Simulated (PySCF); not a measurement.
**How methods differ on the ionisation energy of Sn²⁺**

Sn²⁺ [Kr] 4d10 5s2 (1S) → Sn³⁺ [Kr] 4d10 5s1 (2S), as a difference of total energies. Computed with PySCF 2.14 in aug-cc-pwCVTZ-DK3 (10s9p7d4f1g, 109 functions), with the spin-free X2C one-electron Hamiltonian (Gaussian nucleus). Correlated levels: valence: [Kr] 4d10 frozen; valence and next inner shell: [Ar] 3d10 frozen. The calculations carry no spin-orbit coupling.

| method | ionisation energy (eV) | error (eV) |
| --- | --- | --- |
| UHF | 28.520 | -1.986 |
| LDA | 31.161 | +0.655 |
| PBE | 30.684 | +0.178 |
| PBE0 | 30.337 | -0.169 |
| r2SCAN | 30.301 | -0.205 |
| BHandHLYP | 30.225 | -0.281 |
| BP86 | 30.835 | +0.329 |
| TPSS | 30.354 | -0.152 |
| MP2 (valence) | 29.215 | -1.291 |
| SCS-MP2 (valence) | 29.354 | -1.152 |
| MP2 (valence and next inner shell) | 30.594 | +0.088 |
| SCS-MP2 (valence and next inner shell) | 30.485 | -0.021 |

Reference: 30.506 eV (measured; NIST Atomic Spectra Database, ionization energies).

Errors of the correlated levels include the incompleteness of this basis and the frozen core.
